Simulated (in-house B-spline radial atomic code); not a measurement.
A fraction x of an electron is removed from 5p in Ho2+, starting from [Xe] 4f11 and keeping the highest spin. Computed with an all-electron radial atomic-structure program (B-spline basis): scalar-relativistic (X2C) PBE, spin-polarised, spherical fractional occupations, Fermi nucleus of rms radius 5.2022 fm.

```
   x  E(x) - E(0) (eV)  5p down level (eV)
   0            0.0000             -39.602
0.07            2.8027             -40.476
0.23            9.4395             -42.488
0.35                 ?                   ?
0.42           17.7413             -44.905
 0.5                 ?                   ?
0.59           25.5605             -47.089
0.63           27.4544             -47.607
0.78           34.7414             -49.555
   1           45.9600             -52.438
```

Problem. What belongs in the row x = 0.35?

Solution. An energy change of 14.6293 eV; 5p down at -44.011 eV.

Problem. What belongs in the row x = 0.5?

Solution. An energy change of 21.3747 eV; 5p down at -45.930 eV.

Problem. Check Janak's theorem between x = 0.07 and 0.23.

Solution. The slope of the energy is 41.48 eV; the orbital levels give 41.48 eV (-ε of the emptying orbital, averaged over the two points).
